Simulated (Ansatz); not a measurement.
The same path of BF2HO + H2 (7 atoms, charge 0, multiplicity 1) was run 3 times with different band settings. Lost on the way: H6–H7. Made: B1–H6, O2–H7.

All numbers below come from RKS PBE0-D4/6-31G* in Ansatz.

Relaxed end points:

```xyz
7
Properties=species:S:1:pos:R:3
B -0.036 -0.684 0.008
O 0.045 -0.402 1.326
H -0.821 -0.213 1.705
F 1.062 -0.966 -0.666
F -1.198 -0.686 -0.638
H -0.012 2.976 1.276
H 0.172 2.256 1.314
```

```xyz
7
Properties=species:S:1:pos:R:3
B 0.130 0.502 -0.087
O -0.263 0.484 1.679
H 0.135 -0.351 1.979
F 0.877 -0.632 -0.140
F -1.131 0.381 -0.577
H 0.688 1.554 -0.215
H -1.224 0.343 1.686
```

Common settings: spring 5.0 eV/Å²; optimiser quadratic models (default); force threshold 0.05 eV/Å; iteration limit 60; end points relaxed.

| run | movable images | climbing image | start path |
| --- | --- | --- | --- |
| 1 | 5 | yes | through a guess of the saddle point |
| 2 | 5 | yes | straight line |
| 3 | 2 | no | through a guess of the saddle point |

Problem. What does each run give, and how far can it be trusted?

Solution. Run 1: converged after 12 iterations, highest image 2.035 eV above the first end. Neighbouring images differ by up to 1.9 eV, so the band resolves the path poorly. A vibrational analysis at the climbing image gives one clearly imaginary mode, 1465i cm⁻¹: a first-order saddle point.
Run 2: converged after 17 iterations, highest image 2.035 eV above the first end. Neighbouring images differ by up to 1.9 eV, so the band resolves the path poorly. Another band between the same ends (5 images) ends at a top of the same energy, where a vibrational analysis finds 1 clearly imaginary mode.
Run 3: converged after 9 iterations, highest image 0.882 eV above the first end. No image climbed, so the highest image needn't sit at the top of the path. A band with more images between the same ends climbed to 2.03 eV, so this one has probably stepped over the top. So few images can step over the top or miss a turn of the path.
The orbitals stay closed-shell, which can raise the energy where a bond breaks towards radicals; this wasn't checked here.
